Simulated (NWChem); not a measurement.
All runs are NWChem calculations. System: C₂H₃Cl₂FSi, charge 0, spin multiplicity 1, at a geometry optimised with B3LYP/def2-SVP. The structure started from a generated list of species. Level: RHF/def2-SVP.

NWChem printed:

```
             Northwest Computational Chemistry Package (NWChem) 7.3.0
             --------------------------------------------------------

                                NWChem Input Module
                                -------------------

 Scaling coordinates for geometry "geometry" by  1.889725989
 (inverse scale =  0.529177249)

 Turning off AUTOSYM since
 SYMMETRY directive was detected!

                             Geometry "geometry" -> ""
                             -------------------------

 Output coordinates in angstroms (scale by  1.889725989 to convert to a.u.)

  No.       Tag          Charge          X              Y              Z
 ---- ---------------- ---------- -------------- -------------- --------------
    1 F                    9.0000     0.11171300    -2.03849600     0.00000000
    2 C                    6.0000     0.44476600    -0.73361400     0.00000000
    3 Si                  14.0000     2.30770000    -0.34721400     0.00000000
    4 C                    6.0000    -0.55002200     0.17393600     0.00000000
    5 Cl                  17.0000    -2.22030800    -0.26461400     0.00000000
    6 Cl                  17.0000    -0.19339500     1.87431000     0.00000000
    7 H                    1.0000     2.67279700     0.43064700     1.21556200
    8 H                    1.0000     2.67279700     0.43064700    -1.21556200
    9 H                    1.0000     3.00566400    -1.66060500     0.00000000

 Effective nuclear repulsion energy (a.u.)     416.6060214800

            Nuclear Dipole moment (a.u.)
            ----------------------------
        X                 Y               Z
 ---------------- ---------------- ----------------
    -0.0000226767    -0.0000132281     0.0000000000

      Symmetry information
      --------------------

 Group name             Cs
 Group number              2
 Group order               2
 No. of unique centers     8

      Symmetry unique atoms

     1    2    3    4    5    6    7    9


 Summary of "ao basis" -> "" (spherical)
 ------------------------------------------------------------------------------
       Tag                 Description            Shells   Functions and Types
 ---------------- ------------------------------  ------  ---------------------
 *                          def2-svp                  on all atoms

 Summary of "ao basis" -> "ao basis" (spherical)
 ------------------------------------------------------------------------------
[...]
    66      0.216619  5 Cl py                83      0.167532  6 Cl px

 Vector   36  Occ=2.000000D+00  E=-3.707236D-01  Symmetry=a"
              MO Center= -2.9D-01, -5.4D-02,  1.4D-16, r^2= 3.3D+00
   Bfn.  Coefficient  Atom+Function         Bfn.  Coefficient  Atom+Function
  ----- ------------  ---------------      ----- ------------  ---------------
    20      0.355774  2 C  pz                52      0.338308  4 C  pz
    73     -0.337987  5 Cl pz                91     -0.310333  6 Cl pz
    23      0.261325  2 C  pz                55      0.244049  4 C  pz
    70     -0.205770  5 Cl pz                88     -0.191308  6 Cl pz
     6      0.183597  1 F  pz                 9     -0.173367  1 F  pz

 Vector   37  Occ=0.000000D+00  E= 9.797860D-02  Symmetry=a"
              MO Center=  5.9D-01, -2.8D-01,  1.3D-14, r^2= 3.9D+00
   Bfn.  Coefficient  Atom+Function         Bfn.  Coefficient  Atom+Function
  ----- ------------  ---------------      ----- ------------  ---------------
    41      0.680482  3 Si pz                55     -0.584799  4 C  pz
    98     -0.524098  7 H  s                103      0.524098  8 H  s
    23      0.468190  2 C  pz                52     -0.367443  4 C  pz
    20      0.305564  2 C  pz                73      0.214659  5 Cl pz
    91      0.198701  6 Cl pz

 Vector   38  Occ=0.000000D+00  E= 1.494412D-01  Symmetry=a'
              MO Center=  2.0D+00, -4.3D-01, -4.2D-15, r^2= 5.1D+00
   Bfn.  Coefficient  Atom+Function         Bfn.  Coefficient  Atom+Function
  ----- ------------  ---------------      ----- ------------  ---------------
    39      1.302908  3 Si px                40      0.855924  3 Si py
    17      0.806446  2 C  s                 21      0.672340  2 C  px
    98     -0.542464  7 H  s                103     -0.542464  8 H  s
    32     -0.416521  3 Si s                 71      0.303988  5 Cl px
   108      0.249214  9 H  s                 22      0.214415  2 C  py

 Vector   39  Occ=0.000000D+00  E= 1.633672D-01  Symmetry=a'
              MO Center=  1.8D+00, -1.4D-01,  1.7D-16, r^2= 5.4D+00
   Bfn.  Coefficient  Atom+Function         Bfn.  Coefficient  Atom+Function
  ----- ------------  ---------------      ----- ------------  ---------------
   108      1.272445  9 H  s                 39     -1.029867  3 Si px
    40      1.008043  3 Si py                17     -0.829151  2 C  s
    53      0.330852  4 C  px                71      0.323116  5 Cl px
    64      0.286043  5 Cl s                 89     -0.257588  6 Cl px
    49     -0.250310  4 C  s                 98     -0.213868  7 H  s

 center of mass
 --------------
 x =  -0.13872183 y =   0.00427177 z =   0.00000000

 moments of inertia (a.u.)
 ------------------
         787.660243000159          95.074936306790           0.000000000000
          95.074936306790        1266.423688427627           0.000000000000
           0.000000000000           0.000000000000        2032.812485105846

  Mulliken analysis of the total density
  --------------------------------------

    Atom       Charge   Shell Charges
 -----------   ------   -------------------------------------------------------
    1 F    9     9.32   1.99  1.13  0.81  3.33  2.05  0.01
    2 C    6     5.94   1.99  0.90  0.32  1.91  0.74  0.08
    3 Si  14    13.31   2.00  1.99  0.95  0.15  5.94  1.25  0.81  0.22
    4 C    6     5.93   1.99  0.93  0.14  1.94  0.86  0.07
    5 Cl  17    17.07   2.00  1.99  1.22  0.75  5.94  2.10  3.03  0.04
    6 Cl  17    17.09   2.00  1.99  1.21  0.75  5.94  2.09  3.05  0.04
    7 H    1     1.11   0.74  0.36  0.01
    8 H    1     1.11   0.74  0.36  0.01
    9 H    1     1.12   0.74  0.37  0.01

       Multipole analysis of the density wrt the origin
       ------------------------------------------------

     L   x y z        total         open         nuclear
     -   - - -        -----         ----         -------
     0   0 0 0     -0.000000      0.000000     72.000000

     1   1 0 0      0.569506      0.000000     -0.000023
     1   0 1 0      0.297811      0.000000     -0.000013
     1   0 0 1      0.000000      0.000000      0.000000

     2   2 0 0    -39.863382      0.000000    662.199079
     2   1 1 0     -0.225512      0.000000    -52.360466
     2   1 0 1     -0.000000      0.000000      0.000000
     2   0 2 0    -44.315283      0.000000    380.454680
     2   0 1 1     -0.000000      0.000000      0.000000
     2   0 0 2    -42.204391      0.000000     10.553145

 Task  times  cpu:        2.8s     wall:        2.8s

 Total times  cpu:        2.8s     wall:        2.8s
```

Problem. Write an NWChem input that would produce this output.

Solution. This is not unique; one that fits is 
```
start mol
memory heap 200 mb stack 800 mb global 1000 mb
geometry units angstroms nocenter noautoz
  F      0.111713    -2.038496     0.000000
  C      0.444766    -0.733614     0.000000
  Si     2.307700    -0.347214     0.000000
  C     -0.550022     0.173936     0.000000
  Cl    -2.220308    -0.264614     0.000000
  Cl    -0.193395     1.874310     0.000000
  H      2.672797     0.430647     1.215562
  H      2.672797     0.430647    -1.215562
  H      3.005664    -1.660605     0.000000
  symmetry group Cs
end
basis spherical
  * library def2-svp
end
scf
  rhf
  nopen 0
  maxiter 100
  thresh 1e-7
  semidirect memsize 60000000 filesize 0
end
task scf energy
```
